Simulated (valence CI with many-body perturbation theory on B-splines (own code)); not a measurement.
E1 transitions of Xe XXII

Level of theory: relativistic CI+MBPT: five valence electrons over a frozen Dirac-Fock core [Ar] 3d10, radial functions for each j: 9 s, 9 p, 8 d, 6 f, 3 g, 1 h, with the one-electron correlation potential Σ1 (screened to all orders), the two-electron term Σ2, the three-electron term Σ3, Breit, model QED; selected single and double excitations, second order for the rest (own B-spline code, finite nucleus).

No measured levels were compared; by estimate levels hold to about 250 cm⁻¹ or 0.2 % of their energy and the worst to 1 %, as in measured heavy ions of charge 2 to 7; those with d or f electrons hold less well. Among the levels kept, up to 280 cm⁻¹ of a level comes from second order outside the variational space, and about a tenth of that is noise between levels of different J, which matters for small intervals.

Lines 151 to 181 of 181 in falling wavelength, among levels below 151.17 eV, chosen from the strongest by gf and those to the six lowest levels. Wavelengths and rates use the calculated energies, so an error of 1000 cm⁻¹ moves a line at 11.54 nm by 0.12 % and its rate by three times that or more. Electric multipoles are in the length gauge, E1 and E2 with the static RPA response of the core. Weak lines are less certain than strong ones. Lines between different terms over intervals too small for the method are left out, as are lines whose strength nearly cancels.

Levels are named by their leading jj configuration (3d3/2^4 stands for four electrons in 3d with j = 3/2), which in mixed levels can hold well under half, so a name can repeat and another be missing. Letters in brackets count levels of one name in rising energy.

| λ vac (nm) | Upper | Lower | A (s⁻¹) | S (a.u.) with core polarisation | S without |
| --- | --- | --- | --- | --- | --- |
| 11.54 | (4s^2 4p3/2^2 4d3/2) J=5/2 | (4s^2 4p1/2 4p3/2^2) J=5/2 | 1.83e+11 | 8.32e-01 | 8.95e-01 |
| 11.45 | (4s^2 4p3/2^2 4d3/2) J=1/2 | (4s^2 4p1/2 4p3/2^2) J=3/2 | 1.82e+11 | 2.70e-01 | 2.91e-01 |
| 11.38 | (4s^2 4p3/2^2 4d3/2) J=3/2 [b] | (4s^2 4p1/2 4p3/2^2) J=1/2 | 2.30e+11 | 6.68e-01 | 7.17e-01 |
| 11.30 | (4s^2 4p3/2^2 4d3/2) J=3/2 [a] | (4s^2 4p1/2 4p3/2^2) J=3/2 | 2.55e+11 | 7.25e-01 | 7.80e-01 |
| 11.30 | (4s^2 4p3/2^2 4d5/2) J=1/2 | (4s^2 4p1/2 4p3/2^2) J=1/2 | 4.22e+08 | 6.01e-04 | 6.43e-04 |
| 11.28 | (4s^2 4p1/2 4p3/2 4d3/2) J=5/2 [b] | (4s^2 4p1/2^2 4p3/2) J=3/2 | 2.52e+11 | 1.07e+00 | 1.15e+00 |
| 11.22 | (4s^2 4p3/2^2 4d3/2) J=5/2 | (4s^2 4p1/2 4p3/2^2) J=3/2 | 1.75e+11 | 7.32e-01 | 7.87e-01 |
| 11.19 | (4s^2 4p1/2 4p3/2 4d3/2) J=3/2 [b] | (4s^2 4p1/2^2 4p3/2) J=3/2 | 2.47e+11 | 6.84e-01 | 7.35e-01 |
| 11.18 | (4s^2 4p1/2 4p3/2 4d3/2) J=1/2 [b] | (4s^2 4p1/2^2 4p3/2) J=3/2 | 3.20e+11 | 4.40e-01 | 4.74e-01 |
| 11.16 | (4s^2 4p3/2^2 4d3/2) J=7/2 | (4s^2 4p1/2 4p3/2^2) J=5/2 | 4.36e+11 | 2.40e+00 | 2.57e+00 |
| 11.15 | (4s^2 4p3/2^2 4d5/2) J=5/2 [a] | (4s^2 4p1/2 4p3/2^2) J=5/2 | 3.87e+09 | 1.59e-02 | 1.70e-02 |
| 10.96 | (4s^2 4p3/2^2 4d3/2) J=3/2 [b] | (4s^2 4p1/2 4p3/2^2) J=5/2 | 1.89e+08 | 4.92e-04 | 5.12e-04 |
| 10.90 | (4s^2 4p3/2^2 4d5/2) J=3/2 | (4s^2 4p1/2 4p3/2^2) J=1/2 | 1.23e+11 | 3.13e-01 | 3.37e-01 |
| 10.86 | (4s^2 4p1/2 4p3/2 4d5/2) J=3/2 [b] | (4s^2 4p1/2^2 4p3/2) J=3/2 | 4.83e+10 | 1.22e-01 | 1.32e-01 |
| 10.85 | (4s^2 4p3/2^2 4d5/2) J=5/2 [a] | (4s^2 4p1/2 4p3/2^2) J=3/2 | 2.58e+08 | 9.75e-04 | 1.05e-03 |
| 10.71 | (4s^2 4p1/2 4p3/2 4d5/2) J=5/2 [b] | (4s^2 4p1/2^2 4p3/2) J=3/2 | 1.19e+11 | 4.32e-01 | 4.64e-01 |
| 10.67 | (4s^2 4p3/2^2 4d3/2) J=3/2 [b] | (4s^2 4p1/2 4p3/2^2) J=3/2 | 8.09e+09 | 1.94e-02 | 2.08e-02 |
| 10.60 | (4s^2 4p3/2^2 4d5/2) J=1/2 | (4s^2 4p1/2 4p3/2^2) J=3/2 | 5.85e+10 | 6.87e-02 | 7.38e-02 |
| 10.56 | (4s^2 4p1/2 4p3/2 4d5/2) J=1/2 | (4s^2 4p1/2^2 4p3/2) J=3/2 | 1.41e+10 | 1.64e-02 | 1.76e-02 |
| 10.52 | (4s^2 4p3/2^2 4d5/2) J=3/2 | (4s^2 4p1/2 4p3/2^2) J=5/2 | 1.09e+09 | 2.51e-03 | 2.70e-03 |
| 10.35 | (4s^2 4p3/2^2 4d5/2) J=5/2 [b] | (4s^2 4p1/2 4p3/2^2) J=5/2 | 1.47e+10 | 4.82e-02 | 5.17e-02 |
| 10.25 | (4s^2 4p3/2^2 4d5/2) J=3/2 | (4s^2 4p1/2 4p3/2^2) J=3/2 | 4.90e+07 | 1.04e-04 | 1.10e-04 |
| 10.19 | (4s^2 4p3/2^2 4d3/2) J=1/2 | (4s^2 4p1/2^2 4p3/2) J=3/2 | 1.53e+09 | 1.60e-03 | 1.72e-03 |
| 10.09 | (4s^2 4p3/2^2 4d5/2) J=5/2 [b] | (4s^2 4p1/2 4p3/2^2) J=3/2 | 1.08e+10 | 3.30e-02 | 3.54e-02 |
| 10.07 | (4s^2 4p3/2^2 4d3/2) J=3/2 [a] | (4s^2 4p1/2^2 4p3/2) J=3/2 | 7.93e+07 | 1.60e-04 | 1.73e-04 |
| 10.01 | (4s^2 4p3/2^2 4d3/2) J=5/2 | (4s^2 4p1/2^2 4p3/2) J=3/2 | 2.63e+09 | 7.80e-03 | 8.36e-03 |
| 9.710 | (4s^2 4p3/2^2 4d5/2) J=5/2 [a] | (4s^2 4p1/2^2 4p3/2) J=3/2 | 1.84e+09 | 4.99e-03 | 5.38e-03 |
| 9.566 | (4s^2 4p3/2^2 4d3/2) J=3/2 [b] | (4s^2 4p1/2^2 4p3/2) J=3/2 | 2.14e+08 | 3.69e-04 | 4.00e-04 |
| 9.510 | (4s^2 4p3/2^2 4d5/2) J=1/2 | (4s^2 4p1/2^2 4p3/2) J=3/2 | 6.93e+08 | 5.89e-04 | 6.34e-04 |
| 9.227 | (4s^2 4p3/2^2 4d5/2) J=3/2 | (4s^2 4p1/2^2 4p3/2) J=3/2 | 1.10e+09 | 1.71e-03 | 1.85e-03 |
| 9.099 | (4s^2 4p3/2^2 4d5/2) J=5/2 [b] | (4s^2 4p1/2^2 4p3/2) J=3/2 | 8.59e+08 | 1.92e-03 | 2.06e-03 |
